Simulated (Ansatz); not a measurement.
CH₃InS, SMILES `[CH2]1[S][InH]1` at its PBE0-D4/def2-TZVP geometry, where that method's forces vanish. The species carries charge 0 and has multiplicity 1. In: def2 effective core potential.

| atom | x (Å) | y (Å) | z (Å) |
| --- | --- | --- | --- |
| C1 | -0.351 | 0.627 | 0.558 |
| S2 | -1.473 | -0.054 | -0.757 |
| In3 | 0.797 | -0.769 | -0.510 |
| H4 | -0.642 | 0.375 | 1.573 |
| H5 | -0.109 | 1.679 | 0.442 |
| H6 | 1.777 | -1.859 | -1.306 |

(1) For each bond, give half the difference of the two atoms' forces along it (eV/Å; positive pushes the atoms apart) under PBE-D4, r2SCAN-D4, B3LYP-D4, ωB97M-V in def2-TZVPP. (An estimate is asked.)

## Answers

(1) The calculation gave: 
| bond | length (Å) | PBE-D4 | r2SCAN-D4 | B3LYP-D4 | ωB97M-V |
| --- | --- | --- | --- | --- | --- |
| C1–S2 | 1.858 | 0.25 | 0.18 | 0.37 | 0.14 |
| C1–In3 | 2.099 | 0.19 | 0.13 | 0.36 | 0.02 |
| C1–H4 | 1.086 | 0.07 | -0.05 | -0.16 | -0.10 |
| C1–H5 | 1.086 | 0.07 | -0.05 | -0.16 | -0.10 |
| S2–In3 | 2.393 | 0.36 | 0.17 | 0.43 | -0.04 |
| In3–H6 | 1.669 | -0.08 | -0.11 | -0.16 | -0.06 |

B3LYP here is the variant with VWN-RPA as its local correlation; programs differ in this.

Program: Ansatz 0.2.0.
